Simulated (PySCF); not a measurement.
Vertical excitation energies

Species: C₃H₄O₃Si.
Structure used (GFN2-xTB), in Å, numbered top down from 1:
```xyz
11
C3H4O3Si angstrom
O     -2.3573    2.0041    0.2360
C     -1.9329    1.1636   -0.5148
O     -2.4942    0.8798   -1.6986
C     -0.7734    0.3534   -0.2543
C      0.2095   -0.2923    0.0191
Si     1.7332   -1.2652    0.4729
O      2.6879   -0.3806    1.4387
H     -3.2693    1.4457   -1.8400
H      2.5686   -1.4688   -0.6985
H      1.2499   -2.4733    1.1432
H      2.3835    0.0362    2.2403
```

Method used: PySCF 2.14.0, density-fitted response routines, TDDFT CAM-B3LYP/def2-SVPD, vertical, gas phase, core orbitals frozen in the response.

```csv
state,λ (nm),E (eV),f,|μ| (D),"main configurations (H = HOMO, L = LUMO)"
S1,257.8,4.81,0.0001,0.08,H→L (92%)
S2,219.3,5.65,0.011,0.72,"H-2→L (59%), H-1→L (14%), H-3→L (13%)"
S3,216.1,5.74,0.053,1.57,"H-1→L (48%), H-2→L (20%), H→L+1 (16%)"
S4,199.3,6.22,0.0018,0.27,H-1→L+1 (74%)
S5,169.3,7.32,0.018,0.81,"H-3→L (38%), H-3→L+1 (35%)"
S6,168.0,7.38,0.047,1.30,"H-4→L (59%), H→L+1 (9%), H-2→L+1 (9%)"
S7,164.0,7.56,0.570,4.46,"H→L+1 (38%), H-1→L (21%), H-3→L (15%)"
S8,158.3,7.83,0.176,2.43,"H-3→L+1 (31%), H-3→L (19%), H→L+1 (12%)"
```

Triplets (Tamm–Dancoff): T1 4.35 eV, H-1→L (78%); T2 4.40 eV, H→L (86%); T3 5.20 eV, H→L+1 (33%), H-2→L (20%).

The lowest singlet comes at 258 nm (464 kJ/mol) in the ultraviolet; it is dark (f under 0.0005); its leading configuration is HOMO→LUMO (92%). The strongest level in the table is S7 at 7.56 eV (164 nm, f = 0.570). Löwdin shares by element: HOMO carbon 49% or more, oxygen 39% or more; LUMO carbon 61%, oxygen 18% or more (atoms not listed hold the other 21%). The listed states span 3.02 eV, and the widest gap between neighbours is 1.10 eV (S4 to S5). The oscillator strengths of these states sum to 0.877; summed over the whole spectrum of an exact calculation they would give the number of electrons, 60 (Thomas–Reiche–Kuhn). Orbital energies (eV): HOMO-3 -11.02, HOMO-2 -10.82, HOMO-1 -10.14, HOMO -9.88, LUMO -0.73, LUMO+1 0.13, LUMO+2 1.02. The window holds the lowest 8 singlets.

One conformer stands for the species.
